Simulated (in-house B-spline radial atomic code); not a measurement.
The xenon ion Xe³⁺ is squeezed into an impenetrable sphere of radius R (the orbitals vanish at R). All numbers are computed (scalar-relativistic (X2C) Hartree-Fock, spin-polarised, averaged over the determinants with the given up and down occupations; Fermi nucleus of rms radius 4.7859 fm) with a radial B-spline atomic code at the basis-set limit, not measured.

Energies in eV above the free ion in [Kr] 4d10 5s2 5p3:

```csv
R (bohr),highest level (eV),[Kr] 4d10 5s2 5p3,[Kr] 4d9 5s2 5p3 5f1,[Kr] 4d10 5s1 5p4
9.5,-43.4,-1.494e-05,90.01,13.05
6.65,-43.4,0.00207,92.02,13.06
5.05,-43.3,0.1702,97.37,13.28
4.16,-42.5,1.619,105.8,15.03
3.4,-39.4,9.836,125.9,24.33
3.09,-36.1,20.06,144.3,35.57
2.75,-29.2,43.7,181,61.07
2.2,-0.134,160.4,336.7,184
1.94,33,311.5,521,340.3
1.55,150,940.1,1239,981
```

Problem. Does [Kr] 4d9 5s2 5p3 5f1 fall below [Kr] 4d10 5s2 5p3 under compression?

Solution. No, it stays above over the whole range.

Problem. Does [Kr] 4d10 5s1 5p4 fall below [Kr] 4d10 5s2 5p3 under compression?

Solution. No, it stays above over the whole range.

The highest level is first positive in the row R = 1.94 bohr, pushed up by confinement above the zero of the free ion's potential. Each configuration is held fixed and needn't be the lowest in the sphere.
